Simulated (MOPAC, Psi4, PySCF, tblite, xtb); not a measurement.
Dimer H3N ··· BCl3 (SMILES N and ClB(Cl)Cl), singlet at R = 2.57 Å between the centres of mass, closest contact 2.51 Å (a higher rigid-body minimum at GFN2-xTB). Geometry in Å and degrees:

```
N
H 1 1.0136
H 1 1.0136 2 107.33
H 1 1.0136 2 107.33 3 115.10
B 1 2.5105 2 96.25 4 134.32
Cl 5 1.7452 1 85.29 2 71.30
Cl 5 1.7452 6 120.00 3 101.37
Cl 5 1.7453 6 119.99 3 -78.73
```

Levels: GFN2-xTB (tblite); SAPT0/jun-cc-pVDZ, frozen core (Psi4); revPBE/def2-TZVP, counterpoise-corrected (Psi4); revPBE-D3(BJ)/def2-TZVP, counterpoise-corrected (Psi4); PBE/def2-TZVP, counterpoise-corrected (Psi4); PBE-D3(BJ)/def2-TZVP, counterpoise-corrected (Psi4); HF/aug-cc-pVDZ, counterpoise-corrected (Psi4); MP2/aug-cc-pVDZ = Psi4 with DF-MP2/aug-cc-pVDZ, frozen core, counterpoise-corrected; SCS-MP2/aug-cc-pVDZ = DF-SCS-MP2/aug-cc-pVDZ, frozen core, counterpoise-corrected (Psi4); AM1, restricted, heats of formation (MOPAC); PM7, restricted, heats of formation (MOPAC); GFN1-xTB (xtb); RKS-B3LYP/6-31G* = restricted B3LYP/6-31G*, spherical d, no counterpoise correction (PySCF); RHF/6-31G* = restricted Hartree-Fock/6-31G*, spherical d, no counterpoise correction (PySCF); RMP2/6-31G* = restricted MP2 (frozen core)/6-31G*, spherical d, no counterpoise correction (PySCF 2.14.0); RKS-BP86/6-31G* = restricted BP86/6-31G*, spherical d, no counterpoise correction in PySCF.

Task: What interaction energy does each level give?

Result: 
```tsv
method	E_int / kcal/mol
PM7	-11.10
GFN2-xTB	-5.85
RMP2/6-31G*	-5.83
SAPT0/jun-cc-pVDZ	-4.00
RKS-BP86/6-31G*	-3.72
AM1	-3.67
RKS-B3LYP/6-31G*	-3.52
GFN1-xTB	-3.06
PBE-D3(BJ)/def2-TZVP	-2.94
RHF/6-31G*	-2.35
revPBE-D3(BJ)/def2-TZVP	-2.25
MP2/aug-cc-pVDZ	-1.87
PBE/def2-TZVP	-0.80
SCS-MP2/aug-cc-pVDZ	-0.55
HF/aug-cc-pVDZ	2.09
revPBE/def2-TZVP	2.66
```
